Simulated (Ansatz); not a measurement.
Species: CHF2, SMILES `F[CH]F` (charge 0, multiplicity 2).

Q: Give a relaxed geometry from PBE0-D3(BJ)/def2-TZVP in Ansatz (a program for electronic structure).

A: the end point of this relaxation (outside a Z-matrix the atoms follow the SMILES, hydrogens last).
Cartesian coordinates (Å) in one orientation:
```xyz
4

F     -1.040    -0.681    -0.071
C     -0.005     0.078     0.243
F      1.134    -0.508    -0.077
H     -0.089     1.111    -0.095
```
